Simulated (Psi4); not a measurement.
A run for Psi4: SAPT0/jun-cc-pV(D+d)Z on CH2N2O (a complex), monomers drawn apart or pushed together.

```
memory 1800 MB

molecule dimer {
0 1
N    -0.34312846    0.10551158   -0.85592625
N     0.26455742   -0.08135483    0.03025079
--
0 1
C     0.58714365   -0.28314840    4.47279197
O    -0.45858036   -0.01439237    4.99424746
H     0.85590441   -1.31988849    4.19284642
H     1.34424356    0.48999450    4.23939379
units angstrom
symmetry c1
no_reorient
no_com
}

set {
  basis jun-cc-pV(D+d)Z
  scf_type df
  freeze_core true
}

energy('sapt0')
```

The log:

```
[...]
==> Input File <==

--------------------------------------------------------------------------
memory 1800 MB

molecule dimer {
0 1
N    -0.34312846    0.10551158   -0.85592625
N     0.26455742   -0.08135483    0.03025079
--
0 1
C     0.58714365   -0.28314840    4.47279197
O    -0.45858036   -0.01439237    4.99424746
H     0.85590441   -1.31988849    4.19284642
H     1.34424356    0.48999450    4.23939379
units angstrom
symmetry c1
no_reorient
no_com
}

set {
  basis jun-cc-pV(D+d)Z
  scf_type df
  freeze_core true
}

energy('sapt0')
--------------------------------------------------------------------------


   => Loading Basis Set <=

    Name: JUN-CC-PV(D+D)Z
    Role: ORBITAL
    Keyword: BASIS
    atoms 1-2 entry N          line   222 file jun-cc-pv_dpd_z.gbs
    atoms 3   entry C          line   188 file jun-cc-pv_dpd_z.gbs
    atoms 4   entry O          line   256 file jun-cc-pv_dpd_z.gbs
    atoms 5-6 entry H          line    60 file jun-cc-pv_dpd_z.gbs

   => Loading Basis Set <=

    Name: JUN-CC-PV(D+D)Z
    Role: ORBITAL
    Keyword: BASIS
    atoms 1-2 entry N          line   222 file jun-cc-pv_dpd_z.gbs
    atoms 3   entry C          line   188 file jun-cc-pv_dpd_z.gbs
    atoms 4   entry O          line   256 file jun-cc-pv_dpd_z.gbs
    atoms 5-6 entry H          line    60 file jun-cc-pv_dpd_z.gbs


  //>>>>>>>>>>>>>>>>>>>>>>>>>>>>>>>>>>>//
  //              Dimer HF             //
  //<<<<<<<<<<<<<<<<<<<<<<<<<<<<<<<<<<<//

   => Libint2 <=

    Primary   basis highest AM E, G, H:  7, 6, 3
    Auxiliary basis highest AM E, G, H:  7, 7, 4
    Onebody   basis highest AM E, G, H:  -, -, -
    Solid Harmonics ordering:            Gaussian


   => Loading Basis Set <=

    Name: JUN-CC-PV(D+D)Z
    Role: ORBITAL
    Keyword: BASIS
    atoms 1-2 entry N          line   222 file jun-cc-pv_dpd_z.gbs
    atoms 3   entry C          line   188 file jun-cc-pv_dpd_z.gbs
    atoms 4   entry O          line   256 file jun-cc-pv_dpd_z.gbs
    atoms 5-6 entry H          line    60 file jun-cc-pv_dpd_z.gbs


         ---------------------------------------------------------
                                   SCF
               by Justin Turney, Rob Parrish, Andy Simmonett
                          and Daniel G. A. Smith
                              RHF Reference
                        1 Threads,   1716 MiB Core
         ---------------------------------------------------------

  ==> Geometry <==

    Molecular point group: c1
    Full point group: C1

    Geometry (in Angstrom), charge = 0, multiplicity = 1:

       Center              X                  Y                   Z               Mass
    ------------   -----------------  -----------------  -----------------  -----------------
         N           -0.343128460000     0.105511580000    -0.855926250000    14.003074004430
         N            0.264557420000    -0.081354830000     0.030250790000    14.003074004430
         C            0.587143650000    -0.283148400000     4.472791970000    12.000000000000
         O           -0.458580360000    -0.014392370000     4.994247460000    15.994914619570
         H            0.855904410000    -1.319888490000     4.192846420000     1.007825032230
         H            1.344243560000     0.489994500000     4.239393790000     1.007825032230

  Running in c1 symmetry.

  Rotational constants: A =      1.11364  B =      0.02451  C =      0.02411 [cm^-1]
  Rotational constants: A =  33386.09393  B =    734.92205  C =    722.74252 [MHz]
  Nuclear repulsion =   78.292012058476203

  Charge       = 0
  Multiplicity = 1
  Electrons    = 30
  Nalpha       = 15
  Nbeta        = 15

  ==> Algorithm <==

  SCF Algorithm Type is DF.
  DIIS enabled.
  MOM disabled.
  Fractional occupation disabled.
  Guess Type is SAD.
  Energy threshold   = 1.00e-08
  Density threshold  = 1.00e-08
  Integral threshold = 1.00e-12

  ==> Primary Basis <==

  Basis Set: JUN-CC-PV(D+D)Z
    Blend: JUN-CC-PV(D+D)Z
    Number of shells: 38
    Number of basis functions: 82
    Number of Cartesian functions: 86
    Spherical Harmonics?: true
    Max angular momentum: 2

   => Loading Basis Set <=

    Name: (JUN-CC-PV(D+D)Z AUX)
    Role: JKFIT
    Keyword: DF_BASIS_SCF
    atoms 1-2 entry N          line   202 file jun-cc-pvdz-jkfit.gbs
    atoms 3   entry C          line   146 file jun-cc-pvdz-jkfit.gbs
    atoms 4   entry O          line   258 file jun-cc-pvdz-jkfit.gbs
    atoms 5-6 entry H          line    70 file jun-cc-pvdz-jkfit.gbs

  ==> Integral Setup <==

  DFHelper Memory: AOs need 0.018 GiB; user supplied 1.257 GiB.
  SCF_SUBTYPE=INCORE selected. In-core MEM_DF algorithm will be used.
  Using in-core AOs.

  ==> MemDFJK: Density-Fitted J/K Matrices <==

    J tasked:                   Yes
    K tasked:                   Yes
    wK tasked:                   No
    OpenMP threads:               1
    Algorithm:                 Core
    Schwarz Cutoff:           1E-12
    Mask sparsity (%):      11.3028
    Fitting Condition
[...]
Final Occupation by Irrep:
              A
    DOCC [     8 ]
    NA   [     8 ]
    NB   [     8 ]

  @DF-RHF Final Energy:  -113.88295030369959

   => Energetics <=

    Nuclear Repulsion Energy =             31.3972979971295345
    One-Electron Energy =                -217.4313205545156222
    Two-Electron Energy =                  72.1510722536865075
    Total Energy =                       -113.8829503036995874

Computation Completed


Properties will be evaluated at   0.000000,   0.000000,   0.000000 [a0]

Properties computed using the SCF density matrix


 Multipole Moments:

 ------------------------------------------------------------------------------------
     Multipole            Electronic (a.u.)      Nuclear  (a.u.)        Total (a.u.)
 ------------------------------------------------------------------------------------

 L = 1.  Multiply by 2.5417464519 to convert [e a0] to [Debye]
 Dipole X            :         -2.8870779            3.8821910            0.9951130
 Dipole Y            :          4.7405533           -4.9962910           -0.2557377
 Dipole Z            :       -142.6474460          142.1508149           -0.4966311
 Magnitude           :                                                    1.1411811

 ------------------------------------------------------------------------------------

  Constructing Basis Sets for SAPT...

   => Loading Basis Set <=

    Name: (JUN-CC-PV(D+D)Z AUX)
    Role: RIFIT
    Keyword: DF_BASIS_SAPT
    atoms 1-2 entry N          line   144 file jun-cc-pvdz-ri.gbs
    atoms 3   entry C          line   100 file jun-cc-pvdz-ri.gbs
    atoms 4   entry O          line   188 file jun-cc-pvdz-ri.gbs
    atoms 5-6 entry H          line    30 file jun-cc-pvdz-ri.gbs

   => Loading Basis Set <=

    Name: (JUN-CC-PV(D+D)Z AUX)
    Role: JKFIT
    Keyword: DF_BASIS_ELST
    atoms 1-2 entry N          line   202 file jun-cc-pvdz-jkfit.gbs
    atoms 3   entry C          line   146 file jun-cc-pvdz-jkfit.gbs
    atoms 4   entry O          line   258 file jun-cc-pvdz-jkfit.gbs
    atoms 5-6 entry H          line    70 file jun-cc-pvdz-jkfit.gbs


  //>>>>>>>>>>>>>>>>>>>>>>>>>>>>>>>>>>>//
  //               SAPT0               //
  //<<<<<<<<<<<<<<<<<<<<<<<<<<<<<<<<<<<//



        SAPT0
    Ed Hohenstein
     6 June 2009

      Orbital Information
  --------------------------
    NSO        =        82
    NMO        =        82
    NRI        =       288
    NRI (Elst) =       362
    NOCC A     =         7
    NOCC B     =         8
    FOCC A     =         2
    FOCC B     =         2
    NVIR A     =        75
    NVIR B     =        74

    Elst10,r            =    -0.000260863976 [Eh]
    Exch10              =     0.000013729915 [Eh]
    Exch10 (S^2)        =     0.000013729673 [Eh]

    Maxiter = 50
    CPHF R converge = 1.000000E-08

    Iter     Energy [mEh]          dE [mEh]         Residual      Time [s]
       1      -0.01876844       0.018768441     2.402007e-03             0
       2      -0.01603676      -0.002731678     4.111296e-04             0
       3      -0.01857414       0.002537373     6.327678e-05             0
       4      -0.01852407      -0.000050066     1.696375e-05             1
       5      -0.01851037      -0.000013697     4.758798e-06             1
       6      -0.01851564       0.000005265     1.322023e-06             1
       7      -0.01851548      -0.000000154     5.605744e-07             1
       8      -0.01851520      -0.000000286     1.469807e-07             1
       9      -0.01851530       0.000000107     6.427132e-08             1
      10      -0.01851528      -0.000000024     2.077871e-08             1
      11      -0.01851528       0.000000000     2.269350e-09             1

    CHF Iterations converged

    Maxiter = 50
    CPHF R converge = 1.000000E-08

    Iter     Energy [mEh]          dE [mEh]         Residual      Time [s]
       1      -0.00135463       0.001354634     3.280479e-04             0
       2      -0.00137742       0.000022785     9.143664e-05             0
       3      -0.00152356       0.000146143     3.228982e-05             0
       4      -0.00150909      -0.000014477     1.151723e-05             0
       5      -0.00150640      -0.000002686     2.808114e-06             0
       6      -0.00150761       0.000001208     6.705316e-07             0
       7      -0.00150769       0.000000078     1.292430e-07             0
       8      -0.00150764      -0.000000049     1.965215e-08             0
       9      -0.00150764       0.000000005     4.020965e-09             0

    CHF Iterations converged

    Ind20,r (A<-B)      =    -0.000018515281 [Eh]
    Ind20,r (B<-A)      =    -0.000001507641 [Eh]
    Ind20,r             =    -0.000020022922 [Eh]
    Exch-Ind20,r (A<-B) =     0.000000511623 [Eh]
    Exch-Ind20,r (B<-A) =     0.000000651731 [Eh]
    Exch-Ind20,r        =     0.000001163354 [Eh]
    Disp20              =    -0.000163902565 [Eh]
    Disp20 (SS)         =    -0.000081951283 [Eh]
    Disp20 (OS)         =    -0.000081951283 [Eh]
    Exch-Disp20         =     0.000000977608 [Eh]
    Exch-Disp20 (SS)    =     0.000000568608 [Eh]
    Exch-Disp20 (OS)    =     0.000000409001 [Eh]

    SAPT Results
  --------------------------------------------------------------------------------------------------------
    Electrostatics                 -0.26086398 [mEh]      -0.16369462 [kcal/mol]      -0.68489828 [kJ/mol]
      Elst10,r                     -0.26086398 [mEh]      -0.16369462 [kcal/mol]      -0.68489828 [kJ/mol]

    Exchange                        0.01372992 [mEh]       0.00861565 [kcal/mol]       0.03604789 [kJ/mol]
      Exch10                        0.01372992 [mEh]       0.00861565 [kcal/mol]       0.03604789 [kJ/mol]
      Exch10(S^2)                   0.01372967 [mEh]       0.00861550 [kcal/mol]       0.03604725 [kJ/mol]

    Induction                      -0.01982649 [mEh]      -0.01244131 [kcal/mol]      -0.05205443 [kJ/mol]
      Ind20,r                      -0.02002292 [mEh]      -0.01256457 [kcal/mol]      -0.05257018 [kJ/mol]
      Exch-Ind20,r                  0.00116335 [mEh]       0.00073002 [kcal/mol]       0.00305439 [kJ/mol]
      delta HF,r (2)               -0.00096692 [mEh]      -0.00060675 [kcal/mol]      -0.00253864 [kJ/mol]

    Dispersion                     -0.16292496 [mEh]      -0.10223695 [kcal/mol]      -0.42775942 [kJ/mol]
      Disp20                       -0.16390257 [mEh]      -0.10285041 [kcal/mol]      -0.43032613 [kJ/mol]
      Exch-Disp20                   0.00097761 [mEh]       0.00061346 [kcal/mol]       0.00256671 [kJ/mol]
      Disp20 (SS)                  -0.08195128 [mEh]      -0.05142521 [kcal/mol]      -0.21516306 [kJ/mol]
      Disp20 (OS)                  -0.08195128 [mEh]      -0.05142521 [kcal/mol]      -0.21516306 [kJ/mol]
      Exch-Disp20 (SS)              0.00056861 [mEh]       0.00035681 [kcal/mol]       0.00149288 [kJ/mol]
      Exch-Disp20 (OS)              0.00040900 [mEh]       0.00025665 [kcal/mol]       0.00107383 [kJ/mol]

  Total HF                         -0.26696055 [mEh]      -0.16752027 [kcal/mol]      -0.70090482 [kJ/mol]
  Total SAPT0                      -0.42988550 [mEh]      -0.26975723 [kcal/mol]      -1.12866424 [kJ/mol]

  Special recipe for scaled SAPT0 (see Manual):
    Electrostatics sSAPT0          -0.26086398 [mEh]      -0.16369462 [kcal/mol]      -0.68489828 [kJ/mol]
    Exchange sSAPT0                 0.01372992 [mEh]       0.00861565 [kcal/mol]       0.03604789 [kJ/mol]
    Induction sSAPT0               -0.01982643 [mEh]      -0.01244127 [kcal/mol]      -0.05205427 [kJ/mol]
    Dispersion sSAPT0              -0.16292491 [mEh]      -0.10223692 [kcal/mol]      -0.42775928 [kJ/mol]
  Total sSAPT0                     -0.42988539 [mEh]      -0.26975716 [kcal/mol]      -1.12866394 [kJ/mol]
  --------------------------------------------------------------------------------------------------------



*** Psi4 exiting successfully. Buy a developer a beer!
```

The run finished.

Cost: very roughly 8 core-seconds.
